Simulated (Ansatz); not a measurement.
C₂H₅Cl₂Si, SMILES [CH2][Si](C)(Cl)Cl, multiplicity 2. Atoms are numbered in the order given.

```xyz
10

C     -1.2547    -1.5110    -0.6619
Si     0.0522    -0.3500    -0.1053
C      1.7557    -1.0835    -0.1025
Cl    -0.4117     0.3081     1.8047
Cl     0.0307     1.3186    -1.3353
H     -1.0342    -2.5344    -0.9842
H     -2.3099    -1.2209    -0.6967
H      1.7959    -1.9522     0.5724
H      2.4922    -0.3418     0.2390
H      2.0325    -1.4088    -1.1172
```
Charge 0, spin multiplicity 2.

Geometry: PBE0-D3(BJ)/def2-SVP. The isomer is the one that the SMILES or the coordinates give; other isomers of the formula were not compared.

Two levels are set side by side: PBE-D3(BJ)/def2-SVP (Ansatz, a quantum-chemistry and plane-wave program) and PBE0-D3(BJ)/def2-SVP (Ansatz). Each level has its own optimised geometry; the coordinates shown are those of the second. Differences are taken from unrounded values.

```tsv
quantity	PBE0-D3(BJ)	PBE-D3(BJ)	PBE-D3(BJ) minus PBE0-D3(BJ)
mean bond length (Å)	1.481	1.491	0.010
bond C1–Si2 (Å)	1.835	1.842	0.007
bond Si2–C3 (Å)	1.855	1.867	0.012
bond Si2–Cl4 (Å)	2.073	2.089	0.016
bond Si2–Cl5 (Å)	2.073	2.090	0.017
bond C1–H6 (Å)	1.095	1.103	0.008
bond C1–H7 (Å)	1.095	1.103	0.008
bond C3–H8 (Å)	1.101	1.109	0.008
bond C3–H9 (Å)	1.100	1.107	0.008
bond C3–H10 (Å)	1.101	1.109	0.008
```

Exact exchange shortens and stiffens bonds; PBE has none. Differences between two approximate levels are no errors against the true value.
